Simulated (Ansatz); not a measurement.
```yaml
crystal:
  periodic: [true, true, true]
  atoms:
    - {symbol: C, position_ang: [-1.605256, 1.067008, 0.828193]}
    - {symbol: C, position_ang: [-0.463954, 0.307278, 0.246535]}
    - {symbol: C, position_ang: [0.604567, -0.194043, 1.155026]}
    - {symbol: O, position_ang: [-0.422045, 0.108340, -0.960158]}
    - {symbol: Ga, position_ang: [1.085739, -0.936055, -2.010102]}
    - {symbol: H, position_ang: [-2.303435, 1.374866, 0.053083]}
    - {symbol: H, position_ang: [-1.223681, 1.940628, 1.365271]}
    - {symbol: H, position_ang: [-2.113233, 0.444138, 1.570834]}
    - {symbol: H, position_ang: [0.420159, 0.055189, 2.198241]}
    - {symbol: H, position_ang: [1.563287, 0.220519, 0.828461]}
    - {symbol: H, position_ang: [0.689809, -1.277906, 1.030770]}
    - {symbol: H, position_ang: [0.950329, -2.316999, -1.242496]}
    - {symbol: H, position_ang: [2.307268, -0.023363, -1.575342]}
    - {symbol: H, position_ang: [0.497645, -0.798800, -3.459316]}
basis:
  gaussian: {orbitals: cc-pVTZ, fitting: {mean_field: def2-universal-jkfit}}
hamiltonian: {xc: {name: r2SCAN}, dispersion: rvv10}
accuracy: high
```

```sh
$ ansatz run in.yaml --threads 4 --pin off --events-out ev --progress --plain --max-ram 11315MiB
```

It prints (some lines left out):

```
Error: YAML parse error: error: line 2 column 3: crystal: missing field `lattice` (a structure is typed as `lattice` and `atoms`, a molecule's as `atoms` in Å alone, or read from a run's directory, `checkpoint`)
 --> <input>:2:3
1 | crystal:
2 |   periodic: [true, true, true]
3 |   atoms:
4 |     - {symbol: C, position_ang: [-1.605256, 1.067008, 0.828193]}
```

**Question.** Something in this input is off. What?

**Answer.** The molecule is marked periodic without a cell. The input was rejected before any iteration.
